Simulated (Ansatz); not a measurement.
`[NH2][Sn][O][SiH3]` + H–F → `[NH2][Sn][F]` + silanol at 700 K and 1 bar (ligand exchange at the Sn–O bond).

Computed with Ansatz on PBE0-D4/def2-TZVP structures; ΔE is electronic, products minus reactants. CCSD(T)/CBS is the MP2 limit (def2-TZVPP, def2-QZVPP) plus CCSD(T) − MP2 in def2-TZVPP, frozen cores. This one scheme is used for every species. Elements past krypton have def2 core potentials. For Sn outer-core shells are correlated without core-valence functions, which leaves a few kJ/mol of doubt a bond. One conformer a species, not always the lowest.

| species | CCSD(T)/CBS energy (Eh) | H − E (kJ/mol) | S (J/(mol·K)) |
| --- | --- | --- | --- |
| `[NH2][Sn][O][SiH3]` | -636.07850 | 216.4 | 483.3 |
| H–F | -100.39570 | 45.2 | 198.5 |
| `[NH2][Sn][F]` | -369.78999 | 114.6 | 362.4 |
| `O[SiH3]` | -366.69042 | 144.6 | 321.6 |

H − E and S are ideal-gas, rigid-rotor, harmonic terms from PBE0-D4/def2-TZVP, for one conformer and one mirror image of each species. 1 Eh = 2625.50 kJ/mol, R = 8.31446 J/(mol·K).

**Question.** By hand: ΔE, ΔH, ΔS and ΔG.

**Answer.** ΔE = (-369.78999) + (-366.69042) − (-636.07850) − (-100.39570) = -0.00621 Eh = -16.3 kJ/mol. Δ(H − E) = 114.6 + 144.6 − 216.4 − 45.2 = -2.4, so ΔH = -18.7 kJ/mol. ΔS = 362.4 + 321.6 − 483.3 − 198.5 = 2.2 J/(mol·K). ΔG = -18.7 − 700 × (2.2)/1000 = -20.2 kJ/mol.

**Question.** By hand: the equilibrium constant, and the temperature at which ΔG would vanish if ΔH and ΔS stayed fixed.

**Answer.** log₁₀ K = −ΔG/(RT ln 10) = 1.5. ΔH and −TΔS have one sign here, so there is no such temperature.

The number of gas molecules stays the same, so ΔS is small and ΔH decides. A doubt of 5 kJ/mol in ΔE shifts log₁₀ K by 0.4 here. Other conformers and mirror images would add mixing entropy, several J/(mol·K) or more a flexible species. Modes under 60 cm⁻¹, often nearly free rotors, make the harmonic entropy too high. These are equilibria of isolated gas molecules and say nothing of rates. Largest T1 diagnostic: 0.017 (customary marks: 0.02 for closed shells, 0.045 for open ones).

ΔS is within the doubt of such terms, so its sign, and with it that verdict, could turn.
